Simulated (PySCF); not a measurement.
## Radial density of Xe+ (xenon, charge +1)

UHF, [Kr] 4d10 5s2 5p5, 2P determinant. All numbers are calculated (PySCF 2.14, a scalar-relativistic core potential, in aug-cc-pVQZ-PP with one added diffuse shell each of s, p, d, f, g type with ECP28MDF (8s8p6d4f3g, 117 functions)). This is the valence pseudo-density: the core potential removes the inner electrons and smooths the orbitals near the nucleus.

```tsv
r (bohr)	4πr²ρ (e/bohr)	4πr²(ρα − ρβ)
0.00117	1.702e-05	0.0000
0.00197	4.742e-05	0.0000
0.00331	0.0001287	0.0000
0.00556	0.0003286	0.0000
0.00935	0.0007593	0.0000
0.0157	0.001575	0.0000
0.0265	0.002679	0.0000
0.0445	0.003703	0.0000
0.0749	0.006074	0.0000
0.126	0.03213	0.0002
0.212	0.3544	0.0017
0.356	4.934	0.0296
0.599	26.95	0.1249
1.01	15.77	0.0099
1.70	5.328	0.6041
2.85	1.698	0.2680
4.80	0.06237	0.0078
8.07	9.822e-05	0.0000
```

Energies and moments cover only the electrons outside the core potential.
